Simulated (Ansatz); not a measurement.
Coupled-cluster run, `O[Si]1(Cl)CO1`.

```yaml
crystal:
  periodic: [false, false, false]
  atoms:
    - {symbol: O, position_ang: [-0.431138, 1.574054, 0.996750]}
    - {symbol: Si, position_ang: [0.382535, 0.303258, 0.407637]}
    - {symbol: Cl, position_ang: [2.005327, 0.086430, 1.584576]}
    - {symbol: C, position_ang: [-0.254040, -1.028010, -0.601899]}
    - {symbol: O, position_ang: [0.540715, 0.117648, -1.204689]}
    - {symbol: H, position_ang: [-1.140297, 1.921814, 0.450748]}
    - {symbol: H, position_ang: [-1.273585, -1.053363, -0.980888]}
    - {symbol: H, position_ang: [0.262683, -1.978930, -0.708136]}
basis:
  gaussian: {orbitals: def2-TZVPP}
correlation: {method: ccsd_t}
output: {orbitals: {seedname: orbitals}}
```

```sh
$ ansatz run in.yaml --threads 2 --pin off --events-out ev --progress --plain --max-ram 4352MiB
```

The program prints (abridged):

```
Functional definition: HF
1326 factors; integrals over basis functions are off by at most 1.1e-3 eV
mean field evaluation 1: about -25519.0571 eV, gradient 4.6e1 eV
mean field evaluation 2: about -25519.4103 eV, gradient 4.7e1 eV
mean field evaluation 4: about -25523.4383 eV, gradient 4.0e0 eV
mean field evaluation 8: about -25523.5051 eV, gradient 3.5e-1 eV
mean field -25523.50571618 eV, -937.9715346162 hartree, gradient 4.1e-6 eV, S^2 0.000000; 0 other end points of the search recorded, 0 dependent functions left out
13 core orbitals not correlated: weight in the atoms' cores, before any rotation towards them, 1.000 or more for the frozen orbitals, at most 0.000 for the correlated occupied ones
reference -25523.50571618 eV, -937.9715346162 hartree; 15, 15 occupied and 191, 191 virtual orbitals, 1326 factors
second order -25.57646355 eV of doubles, -0.00000000 eV of singles
cycle   1  -25.63310699 eV  change   -5.7e-2 eV  update   1.1e-1
cycle   2  -26.21360799 eV  change   -5.8e-1 eV  update   3.2e-2
cycle   3  -26.35221303 eV  change   -1.4e-1 eV  update   1.6e-2
cycle   4  -26.33747110 eV  change    1.5e-2 eV  update   3.5e-3
cycle   5  -26.33653700 eV  change    9.3e-4 eV  update   1.6e-3
cycle   6  -26.33751057 eV  change   -9.7e-4 eV  update   4.7e-4
cycle   7  -26.33723121 eV  change    2.8e-4 eV  update   1.9e-4
cycle   8  -26.33718968 eV  change    4.2e-5 eV  update   5.6e-5
cycle   9  -26.33721116 eV  change   -2.1e-5 eV  update   2.0e-5
perturbative correction -1.09000223 eV, -0.0400568431 hartree
Total energy: -25550.93292957 eV, -938.9794661175 hartree
```

Run time 110 s (2 threads of an Arm Neoverse V2 on a shared host); peak host memory 3.3 GiB.

MP2 recovers 93.3 % of the CCSD(T) correlation energy and the triples give 4.0 %; T1 = 0.0120.
